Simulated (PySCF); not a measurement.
FK, singlet, geometry from GFN2-xTB (such geometries of metal compounds can be far from the true shape). Base run: B3LYP/pcseg-1 run with PySCF.

The PySCF input:
```python
from pyscf import gto, scf, dft

mol = gto.M(
    atom='''
K    -0.000000   -0.000000   -0.649928
F     0.000000    0.000000    1.372071
''',
    basis='pcseg-1',
    charge=0,
    spin=0,
    verbose=4,
)

mf = dft.RKS(mol)
mf.xc = 'b3lyp'
mf.kernel()
mf.analyze()
```

Variants of this job, named by their change:

```csv
change,basis functions,E (Eh),HOMO (eV),HOMO-LUMO gap (eV),dipole (D)
base,38,-699.74462,-6.18,5.06,7.07
basis = x2c-TZVPall; relativity = spin-free X2C; nucleus = Gaussian (with nucmod='G'),64,-702.26579,-6.29,5.09,7.58
basis = x2c-TZVPall; relativity = spin-free X2C,64,-702.26660,-6.29,5.09,7.58
basis = x2c-SVPall; relativity = none,38,-699.23253,-5.63,4.40,7.08
basis = x2c-TZVPall; relativity = none,64,-699.37171,-6.30,5.11,7.58
basis = ANO-RCC-VDZP; relativity = none,36,-699.09068,-5.88,4.63,8.27
basis = x2c-SVPall; relativity = spin-free X2C,38,-702.03589,-5.62,4.37,7.07
basis = ANO-RCC-VDZP; relativity = spin-free X2C,36,-702.26799,-5.87,4.61,8.27
basis = x2c-SVPall; relativity = spin-free X2C; nucleus = Gaussian (with nucmod='G'),38,-702.03511,-5.62,4.37,7.07
basis = ANO-RCC-VDZP; relativity = spin-free X2C; nucleus = Gaussian (with nucmod='G'),36,-702.26708,-5.87,4.61,8.27
```

Absolute energies of different levels of theory aren't comparable as measures of quality.

Basis sets contracted for a relativistic Hamiltonian are a mismatch without it, so the rows without relativity aren't non-relativistic limits. No row has spin-orbit coupling; sets with core potentials leave out the core electrons.
